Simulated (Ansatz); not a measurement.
Q: Name a neutral molecule of C, F, Si and H with HOMO energy (PBE/def2-TZVPP) between -6.80 and -6.50 eV and HOMO energy (B3LYP/def2-TZVPP) between -7.85 and -7.55 eV (Ansatz, PBE0-D4/def2-TZVP geometry).

A: `CC[Si](F)(CC)CC` (-6.57 eV, -7.70 eV); `CC(C)[Si](F)(F)C(C)C` (-6.52 eV, -7.64 eV); `CC[SiH](F)[SiH3]` (-6.77 eV, -7.77 eV). Other molecules can fit too; these were computed, each in one conformer that needn't be the lowest.

B3LYP here is the variant with VWN-RPA as its local correlation; programs differ in this.
